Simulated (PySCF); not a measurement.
Working with the constants of BeSn

UHF-CCSD(T) constants of BeSn, ³Σ⁻ (triplet), unpaired electrons π ↑↑ (PySCF, spin-free X2C with a Gaussian nucleus, basis sets Be x2c-SVPall, Sn x2c-SVPall; masses 9.0122 and 119.9022 u):

| Property | Result |
| --- | --- |
| ωe | 379.2 cm⁻¹ |
| ωexe | 5.64 cm⁻¹ |
| Be | 0.33421 cm⁻¹ |
| αe | 0.00501 cm⁻¹ |
| D (centrifugal) | 1.04e-06 cm⁻¹ |
| De to Be + Sn | 0.63 eV |

(1) Give the vibrational terms G(v) and spacings up to v = 6.

(2) How well does the Morse estimate ωe²/(4ωexe) reproduce De, and what is D0?

Correlated steps freeze 18 core orbitals. Correlated levels converge slowly with the basis: in double zeta they bind strong bonds too weakly, by up to about 1 eV, and carry superposition errors of some tenths. These are scalar-relativistic numbers at best; spin–orbit coupling would shift them, the dissociation energy most. The state is the lowest determinant that a PBE0 search found; another state may lie lower at other levels.

## Answers

(1) G(v) = ωe(v+½) − ωexe(v+½)².

| v | G(v) (cm⁻¹) | G(v) − G(v−1) | Bv (cm⁻¹) |
| --- | --- | --- | --- |
| 0 | 188 |  | 0.3317 |
| 1 | 556 | 368 | 0.3267 |
| 2 | 913 | 357 | 0.3217 |
| 3 | 1258 | 345 | 0.3167 |
| 4 | 1592 | 334 | 0.3117 |
| 5 | 1915 | 323 | 0.3067 |
| 6 | 2227 | 312 | 0.3016 |

(2) It gives 0.79 eV, 125 % of the computed De. D0 = De − G(0) = 0.63 − 0.02 = 0.61 eV.
